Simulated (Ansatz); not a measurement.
An input meant for H₄Au₃ (charge 0, doublet).

```yaml
crystal:
  periodic: [false, false, false]
  atoms:
    - {symbol: Au, position_ang: [-0.007277, -0.000705, 0.008785]}
    - {symbol: Au, position_ang: [1.167950, 4.965837, 2.878226]}
    - {symbol: Au, position_ang: [-1.157198, -4.957850, -2.886875]}
    - {symbol: H, position_ang: [-2.159910, -6.167055, -6.011124]}
    - {symbol: H, position_ang: [2.174268, 6.163535, 6.005728]}
    - {symbol: H, position_ang: [-0.018531, 3.681431, -0.777067]}
    - {symbol: H, position_ang: [0.000699, -3.685213, 0.782327]}
basis:
  gaussian: {orbitals: def2-mTZVPP}
magnetization: {spin_polarized: true, initial_magnetization: 1}
hamiltonian: {xc: {name: CAM-B3LYP}, dispersion: d3bjatm}
scf: {omitted_lower_state_checks: [starts]}
output: {forces: true}
```

```sh
$ ansatz run in.yaml --threads 4 --pin off --events-out ev --progress --plain --max-ram 3916MiB
```

Output, abridged:

```
Functional definition: CAM-B3LYP
  name "CAM-B3LYP"
  cite "Yanai, Tew & Handy, Chem. Phys. Lett. 393, 51 (2004) doi:10.1016/j.cplett.2004.06.011"
  cite "Iikura, Tsuneda, Yanai & Hirao, J. Chem. Phys. 115, 3540 (2001) doi:10.1063/1.1383587"
  cite "Becke, Phys. Rev. A 38, 3098 (1988) doi:10.1103/PhysRevA.38.3098"
  cite "Lee, Yang & Parr, Phys. Rev. B 37, 785 (1988) doi:10.1103/PhysRevB.37.785"
  cite "Vosko, Wilk & Nusair, Can. J. Phys. 58, 1200 (1980) doi:10.1139/p80-159"
  parameter alpha = 0.19
  parameter beta = 0.46
  parameter omega = 0.33/bohr
  parameter ac = 0.81
  # Exact exchange under (alpha + beta erf(omega r))/r, Becke's under what is left of 1/r.
  exchange = (1 - alpha - beta)*b88_x + beta*b88_x_sr(omega) + alpha*exact_x + beta*exact_x_lr(omega)
  correlation = (1 - ac)*vwn5_c + ac*lyp_c
these checks for a lower state are left out or cut short: starts
1475 factors; integrals over basis functions are off by at most 2.2e-4 eV
392 factors; integrals over basis functions are off by at most 3.5e-5 eV
mean field evaluation 1: about -11103.1128 eV, gradient 4.2e1 eV
mean field evaluation 2: about -10800.7857 eV, gradient 1.5e2 eV
mean field evaluation 4: about -11022.5220 eV, gradient 8.6e1 eV
mean field evaluation 8: about -11127.9001 eV, gradient 4.0e0 eV
mean field -11128.53370906 eV, -408.9660706170 hartree, gradient 3.9e-5 eV, S^2 3.626672; 0 other end points of the search recorded, 0 dependent functions left out
the calculation of the forces begins
reference -11128.53391672 eV, -408.9660782483 hartree; 31, 30 occupied and 97, 98 virtual orbitals, 1475 factors
Total energy: -11128.61167563 eV, -408.9689358354 hartree
Atom 0 at    -0.007277    -0.000705     0.008785 Å, force    -0.000057    -0.000116    -0.000356 eV/Å
Atom 1 at     1.167950     4.965837     2.878226 Å, force     0.031748     0.034994     0.100208 eV/Å
Atom 2 at    -1.157198    -4.957850    -2.886875 Å, force    -0.032058    -0.035791    -0.099860 eV/Å
Atom 3 at    -2.159910    -6.167055    -6.011124 Å, force     0.051029     0.061200     0.159058 eV/Å
Atom 4 at     2.174268     6.163535     6.005728 Å, force    -0.051206    -0.060611    -0.159221 eV/Å
Atom 5 at    -0.018531     3.681431    -0.777067 Å, force     0.018404    -0.079967     0.077010 eV/Å
Atom 6 at     0.000699    -3.685213     0.782327 Å, force    -0.017860     0.080290    -0.076839 eV/Å
Dipole moment:    -0.000057    -0.000054     0.000020 e Å
Checks for a lower state left out: starts
```

Q: Something in this input is off. What?

A: The geometry is stretched to more than twice its size. The calculation finished and met its thresholds. The result belongs to that input, not to the species as meant. The charge 0 doublet is spin-contaminated (final ⟨S²⟩ up to 3.63, 0.75 for a pure state).
